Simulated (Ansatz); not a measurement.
The first iterations of a band of ClH + ClH3OSn (8 atoms, charge 0, multiplicity 1).

Method: RKS PBE0/def2-SVP in Ansatz.

```
movable images  : 5
climbing image  : yes
spring          : 5.0 eV/Å²
optimiser       : quadratic models (default)
start path      : through a guess of the saddle point
force threshold : 0.05 eV/Å
iteration limit : 60
end points      : relaxed
```

Initial state:

```xyz
8
Properties=species:S:1:pos:R:3
Sn -0.195 -0.146 -0.161
O -0.092 0.161 1.816
H 0.277 -0.577 2.317
Cl 1.876 -1.059 -0.776
H -0.385 1.400 -0.828
H -1.372 -1.346 -0.442
Cl 1.161 2.869 1.916
H 0.613 1.675 2.078
```

Final state:

```xyz
8
Properties=species:S:1:pos:R:3
Sn 0.497 0.027 -0.113
O -0.691 0.462 2.218
H -1.339 1.177 2.234
Cl 1.684 -0.272 -2.141
H -0.778 1.054 -0.575
H 0.322 -1.548 0.486
Cl 2.083 1.230 1.191
H 0.104 0.845 2.621
```

| iteration | highest image above the first end (eV) | largest band force component (eV/Å) |
| --- | --- | --- |
| 1 | 2.792 | 22.939 |
| 2 | 1.221 | 1.827 |
| 3 | 0.507 | 1.557 |
| 4 | 0.220 | 2.372 |
| 5 | 0.209 | 0.804 |
| 6 | 0.163 | 0.550 |
| 7 | 0.152 | 0.646 |
| 8 | 0.143 | 0.386 |

**Question.** Does the band converge within its limit, and where does its top end?

**Answer.** It converged. It ended after 25 iterations with the highest image 0.262 eV above the first end. A vibrational analysis at the climbing image gives one clearly imaginary mode, 473i cm⁻¹: a first-order saddle point. The orbitals stay closed-shell, which can raise the energy where a bond breaks towards radicals; this wasn't checked here.

The run took 6.9 min on 2 threads of Intel(R) Xeon(R) Platinum 8259CL CPU @ 2.50GHz (Skylake/Cascade Lake), on a shared host, peak memory 0.27 GiB.
